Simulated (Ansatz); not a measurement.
Start from `[AlH2][O]CS[SiH3]` and change one atom or group to get `OCS[SiH3]`.

Ansatz, PBE0-D4/def2-TZVP geometries, multiplicity 1. Each molecule was computed in one conformer, which needn't be the lowest.

```tsv
property	`[AlH2][O]CS[SiH3]`
HOMO–LUMO gap (B3LYP/def2-TZVPP) / eV	6.36
HOMO energy (PBE0/def2-TZVPP) / eV	-7.54
LUMO energy (PBE/def2-TZVPP) / eV	-1.70
HOMO energy (PBE/def2-TZVPP) / eV	-6.17
HOMO–LUMO gap (PBE0/def2-TZVPP) / eV	6.76
HOMO–LUMO gap (ωB97M-V/def2-TZVPP) / eV	10.81
```

Q: What does the change do to each property? (An estimate is asked.)

A: The calculation gave: 
```csv
property,`OCS[SiH3]`,shift
HOMO–LUMO gap (B3LYP/def2-TZVPP) / eV,6.74,0.38
HOMO energy (PBE0/def2-TZVPP) / eV,-7.29,0.25
LUMO energy (PBE/def2-TZVPP) / eV,-0.97,0.73
HOMO energy (PBE/def2-TZVPP) / eV,-6.06,0.11
HOMO–LUMO gap (PBE0/def2-TZVPP) / eV,7.19,0.43
HOMO–LUMO gap (ωB97M-V/def2-TZVPP) / eV,11.13,0.32
```

With PBE0 the HOMO rises by 0.25 eV and the LUMO rises by 0.68 eV, so the gap widens by about 0.43 eV. PBE moves the HOMO by 0.11 eV and ωB97M-V by 0.30 eV.

B3LYP here is the variant with VWN-RPA as its local correlation; programs differ in this.
